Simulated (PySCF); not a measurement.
# Assignment exercise: C7H8O2Si

Bonds (- single, = double, # triple, : aromatic): C1=C2, C2=C3, C3-C4, C4#C5, C5-C6, C3-Si7, Si7-C8, C8=O9, C8-O10. C1 carries H11, H12; C6 carries H13, H14, H15; Si7 carries H16, H17; O10 carries H18.

Theoretical values (PySCF 2.14.0 with density-fitted response routines): shielding tensors at PBE0/pcSseg-1 (GIAO), structure optimised with GFN2-xTB. One averaged value for each set of equivalent atoms, single conformer, non-relativistic, no solvent.

Chemical shifts δ = σref − σ; 13C, 1H vs TMS, all at this level.

Problem. Assign these signals to the numbered atoms. 13C{1H} NMR (computed): δ 233.5, 183.2, 100.3, 77.7, 76.8, 75.2, 6.1.

Solution. 
233.5 → C2, central carbon of an allene: the central sp carbon of an allene is among the most deshielded carbons of hydrocarbons
183.2 → C8, carbonyl carbon
100.3 → C5, alkyne carbon: sp carbons lie upfield of alkene carbons because the cylindrical π system leaves one tensor component strongly shielded
77.7 → C3, terminal carbon of a cumulated C=C=C unit
76.8 → C4, alkyne carbon: the triple bond shields along its axis, which puts it between sp3 and sp2 carbons
75.2 → C1, terminal carbon of a cumulated C=C=C unit
6.1 → C6, propargylic methyl carbon: saturated and bonded to C and H only

C3 and C4; C4 and C1 lie closer than the usual error of such a calculation, so a measured spectrum could show them in the other order.

Problem. Assign these signals to the numbered atoms. 1H NMR (400 MHz, computed): δ 6.63 (br s, 1H), 4.95 (s, 2H), 4.74 (s, 2H), 2.20 (s, 3H).

Solution. 
6.63 → H18, hydrogen on an acid hydroxyl oxygen: exchangeable; this is the value without hydrogen bonding to other molecules
4.95 → H11/H12, hydrogen on a terminal carbon of a cumulated C=C=C unit: olefinic region
4.74 → H16/H17, hydrogen on a silicon bonded to 2 C
2.20 → H13/H14/H15, hydrogen on a propargylic methyl carbon

OH and NH positions are those of a molecule without intermolecular hydrogen bonds; in solution they move with solvent, concentration and temperature, and exchange usually removes their couplings. Shifts are as computed. Against solution values, carbons near 30 ppm lie about +3 ppm off and those near 130 ppm about +5 ppm. Of 1211 compounds with measured shifts, 218 miss one by over three times the rms of a fit or turn the order of signals round; such compounds aren't used in these exercises. Hydrogen bonding in solution deshields acid and N–H amide carbonyl carbons by as much as 10 ppm beyond these values. Multiplicities follow the n + 1 count of equivalent neighbours, as no J values were calculated; m marks all less simple cases, F and P coupling included.
